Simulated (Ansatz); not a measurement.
Consider the redistribution: `B[C@@H](F)[Si@@H](N)F` + `[SH][GeH3]` → `N[SiH](F)S` + `B[CH](F)[GeH3]`.

Gas-phase electronic energies from Ansatz, PBE0-D4/def2-TZVP geometries. CBS: MP2 limit from def2 TZ/QZ plus the TZ coupled-cluster correction, frozen cores. DFT in def2-TZVPP. B3LYP here is the variant with VWN-RPA as its local correlation; programs differ in this. For Ge outer-core shells are correlated without core-valence functions, which leaves a few kJ/mol of doubt a bond. Scalar relativity is left out up to krypton. One conformer a species, not always the lowest.

Is it downhill or uphill in electronic energy at CCSD(T)/CBS, and by how much? (An estimate is asked.)

Computed: Downhill: ΔE = -13.0 kJ/mol.

What do these levels give: B3LYP-D4, B2PLYP, PBE, r2SCAN, PBE0, HF/def2-TZVPP, MP2/def2-TZVPP, CCSD/def2-TZVPP, CCSD(T)/def2-TZVPP, HF/def2-QZVPP, MP2/def2-QZVPP, HF/CBS(def2)? (Estimate.)

Ansatz gave: B3LYP-D4 -7.2, B2PLYP -8.7, PBE -16.2, r2SCAN -13.8, PBE0 -12.5, HF/def2-TZVPP 9.4, MP2/def2-TZVPP -14.9, CCSD/def2-TZVPP -8.2, CCSD(T)/def2-TZVPP -11.5, HF/def2-QZVPP 9.7, MP2/def2-QZVPP -15.7, HF/CBS(def2) 9.8 kJ/mol.

Largest T1 diagnostic among the species: 0.012.

In def2-TZVPP, CCSD(T) changes the Hartree–Fock value by −20.9 kJ/mol (the triples alone add −3.3 kJ/mol) and MP2 by −24.3 kJ/mol. From PBE to PBE0 (25 % exact exchange), in def2-TZVPP and without D4, ΔE moves by +3.7 kJ/mol.
